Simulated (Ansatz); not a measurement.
Molecule: C$_{2}$H$_{6}$Br$_{3}$NSi, net charge 0, singlet state. 
Coordinates optimised at B3LYP-D3(BJ)/def2-TZVP (Ansatz, a first-principles code):
```
N
C 1 1.4589
H 2 1.0875 1 110.88
H 2 1.0934 3 108.09 1 -120.02
H 2 1.0961 3 108.50 4 -117.24
C 1 1.4589 2 112.70 3 -177.76
H 6 1.0875 1 110.88 2 177.76
H 6 1.0934 7 108.09 1 120.02
H 6 1.0961 7 108.50 8 117.24
Si 1 1.6930 2 121.38 3 25.83
Br 10 2.2198 1 110.12 2 -163.00
Br 10 2.2198 1 110.12 2 -42.63
Br 10 2.2384 1 112.92 2 77.19
```

Basis-set convergence of Hartree-Fock and CCSD(T) correlation energies (hartree) with Ansatz. Valence correlation only, unless marked. No spin-orbit coupling. The frozen core is the preceding noble-gas configuration, with the filled d and f shells of earlier blocks. Non-relativistic.

```tsv
basis	functions	E(HF)	E(corr, CCSD(T))
def2-SVP	186	-8138.88973	-1.00023
def2-TZVPP	363	___	___
```

### Question
Complete the blanks.

### Answer

- def2-TZVPP, E(HF): -8140.09434
- def2-TZVPP, E(corr, CCSD(T)): -1.27955
